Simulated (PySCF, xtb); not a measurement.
Sn(F)(OH)(NH2)2 (FH5N2OSn), SMILES [NH2][Sn]([NH2])([OH])[F].

GFN2-xTB in xtb at its own geometry gives an orbital gap of 4.02 eV and a dipole moment of 2.34 D.

Geometry optimised at B3LYP-D3(BJ)/def2-SVP. The structure was generated by enumeration; whether it is a known compound was not checked. The def2 effective core potentials stand for the cores of Sn; spin–orbit coupling is left out. One conformer was computed; it need not be the lowest.

**Question.** What does B3LYP/def2-TZVP (PySCF) give? (Estimate from the structure and the level; the computed values follow.)

**Answer.** gap 6.07 eV (levels -7.84 and -1.78 eV), dipole 2.11 D.
